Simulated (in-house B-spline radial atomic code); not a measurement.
Atomic self-consistent-field run: Nd3+ (with a hole in an inner shell). Level of theory: Dirac-Hartree-Fock, average of configuration, Fermi nucleus of rms radius 4.9123 fm; calculated with an all-electron radial atomic-structure program (B-spline basis).

Command:
```bash
python run_scf.py task.json out
```
Settings (nuclear radius in fm, mass in u):
```
Z                60
configuration    1s2 2s2 2p6 3p6 3d10 4s2 4p6 4d10 4f4 5s2 5p6 6s1
hamiltonian      dirac
method           hf
spin_polarised   False
nucleus          fermi
rms_radius       4.9123
atomic_mass      141.90773
speed_of_light   137.035999084
```

Output (hartree, bohr):
```
 radial grid: 78 intervals, B-splines of order 8, outer radius 51.8919 bohr

 iter        energy (Eh)    residual
    1       -9472.333314    8.46e-01
    2       -9491.997919    7.78e-01
    3       -9504.927812    2.08e-01
    4       -9505.859612    6.15e-02
    5       -9505.925417    2.18e-02
    6       -9505.937897    7.49e-03
    7       -9505.938466    1.32e-03
    8       -9505.938490    1.72e-04
    9       -9505.938490    1.01e-05
   10       -9505.938490    3.71e-07

 total energy                     -9505.93849
 kinetic                           10237.6037
 electron-nucleus                 -23096.2088
 electron-electron                  3352.6667

 first-order corrections (not in the total)
   Gaunt                             9.1332
   retardation                      -0.9609
   frequency dependence             -0.1151
   self-energy                       6.2693
   Uehling                          -0.9541
   Wichmann-Kroll                    0.0271
   recoil                            0.0238

 orbital      occ     eigenvalue          <r>       <r^2>       <1/r>       r_max    small
 1s1/2      2.000     -1616.2263    0.0236235 0.000759591     66.0477      0.0151  4.95e-02
 2s1/2      2.000      -269.3022     0.100393   0.0119559     15.6483     0.08557  1.08e-02
 2p1/2      2.000      -254.7367    0.0842093   0.0087481     15.6097      0.0651  1.09e-02
 2p3/2      4.000      -235.5095    0.0905613  0.00998635     14.0405      0.0705  1.02e-02
 3p1/2      2.000       -56.1018     0.252513   0.0741055     5.65416      0.2292  3.39e-03
 3p3/2      4.000       -52.0915     0.264539   0.0811369     5.25853      0.2405  3.20e-03
 3d3/2      4.000       -41.7583     0.235304   0.0650866     5.12233      0.1921  3.06e-03
 3d5/2      6.000       -40.8953     0.239016   0.0670209     5.02335      0.1953  3.01e-03
 4s1/2      2.000       -14.6079     0.593757    0.397829     2.41483      0.5564  1.10e-03
 4p1/2      2.000       -12.1721     0.606913    0.418406     2.30608      0.5608  1.02e-03
 4p3/2      4.000       -11.2522     0.631982    0.453552     2.18147      0.5838  9.66e-04
 4d3/2      4.000        -7.0505     0.669292    0.518056     1.97517      0.5928  8.17e-04
 4d5/2      6.000        -6.8798     0.678416    0.532064     1.94214      0.6005  7.99e-04
 4f5/2      1.714        -2.2135     0.797351    0.780551     1.56278      0.5855  5.42e-04
 4f7/2      2.286        -2.1898     0.803241    0.792211     1.55114      0.5895  5.36e-04
 5s1/2      2.000        -3.1820      1.39866     2.18701    0.945815       1.273  2.42e-04
 5p1/2      2.000        -2.3584       1.5264     2.61773    0.857182       1.367  2.03e-04
 5p3/2      4.000        -2.2089      1.59297     2.84973    0.814359       1.425  1.88e-04
 6s1/2      1.000        -0.9631      3.24381     11.6474    0.390333       3.015  5.16e-05
```

Cost of the run: 1.7 s on 1 thread of Arm Neoverse V1, with other jobs on the host.

For the Dirac Hamiltonian the kinetic term is c α·p + (β - 1)c².
